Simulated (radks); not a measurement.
Results of a calculation; reference values are marked as such.
All-electron atom: Pb V in [Xe] 4f14 5d10.

Level of theory: Dirac Kohn-Sham, LDA (Slater exchange, Perdew-Wang correlation), spin-unpolarised, spherical densities, finite nucleus; Fermi nuclear charge, rms radius 5.5012 fm (a radial shooting solver on a logarithmic mesh with Libxc functionals).

Energy parts (Ry):
part                        energy
total                  -41815.6424
kinetic                 48608.2494
electron-nucleus      -105569.4078
Hartree                 15900.6549
exchange-correlation     -755.1388

Orbitals (lengths in bohr, moments of r in powers of bohr; r(90%) holds 90 % of the orbital's charge):
orbital	occ.	eigenvalue (Ry)	<r>	<r^4>	r(90%)	small-component weight
1s1/2	2	-6459.852	0.01607	3.548e-07	0.0294	9.77e-02
2s1/2	2	-1157.146	0.06696	0.00005083	0.105	2.25e-02
2p1/2	2	-1112.239	0.05489	0.00002991	0.0918	2.27e-02
2p3/2	4	-951.4985	0.06381	0.00004824	0.104	1.99e-02
3s1/2	2	-280.0481	0.1741	0.001836	0.256	7.58e-03
3p1/2	2	-259.6046	0.1645	0.001588	0.248	7.54e-03
3p3/2	4	-223.7497	0.1808	0.002257	0.271	6.74e-03
3d3/2	4	-189.8088	0.1570	0.001478	0.244	6.63e-03
3d5/2	6	-182.1712	0.1619	0.001641	0.251	6.42e-03
4s1/2	2	-65.70660	0.3844	0.04026	0.552	2.62e-03
4p1/2	2	-56.83725	0.3854	0.04239	0.560	2.52e-03
4p3/2	4	-48.04107	0.4202	0.05943	0.609	2.21e-03
4d3/2	4	-33.50854	0.4247	0.06851	0.633	2.01e-03
4d5/2	6	-31.86617	0.4359	0.07574	0.649	1.93e-03
4f5/2	6	-13.03072	0.4507	0.1157	0.716	1.57e-03
4f7/2	8	-12.66042	0.4570	0.1224	0.726	1.54e-03
5s1/2	2	-13.62206	0.8531	0.9567	1.22	7.08e-04
5p1/2	2	-10.57649	0.9102	1.289	1.31	6.22e-04
5p3/2	4	-8.91111	1.001	1.893	1.44	5.24e-04
5d3/2	4	-4.67088	1.238	5.023	1.85	3.42e-04
5d5/2	6	-4.46913	1.278	5.693	1.91	3.22e-04
6s1/2	0	-3.55934	2.012	28.71	2.85	1.42e-04
6p1/2	0	-2.81042	2.270	47.22	3.23	1.13e-04
6p3/2	0	-2.55973	2.458	64.33	3.49	9.98e-05

The highest occupied level is 5d5/2 at -60.806 eV. The electron density at the nucleus is 2.724e+06 e/bohr^3.
